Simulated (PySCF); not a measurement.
Working out the excitation energy of Ar²⁺

Ar²⁺ [Ne] 3s2 3p4 (3P) → Ar²⁺ [Ne] 3s1 3p5 (3P). Computed with PySCF 2.14 in def2-TZVPPD (6s6p4d1f, 51 functions), with no relativity, point nucleus. Frozen: [Ne]. Energies in hartree (1 hartree = 27.21139 eV):

| part | Ar²⁺ (lower) | Ar²⁺ (upper) |
| --- | --- | --- |
| UHF | -525.298855 | -524.671956 |
| CCSD correlation | -0.157332 | -0.258385 |
| (T) | -0.004164 | -0.017765 |

Task: What does Hartree-Fock give?

Result: (-524.671956) − (-525.298855) = 0.626899 hartree = 17.059 eV.

Task: What do CCSD and CCSD(T) give?

Result: The CCSD correlation energies differ by -0.101053 hartree = -2.750 eV and the triples by -0.013601 hartree = -0.370 eV, so CCSD gives 14.309 eV and CCSD(T) 13.939 eV.

The coupled-cluster amplitudes are large, so a single reference is strained.
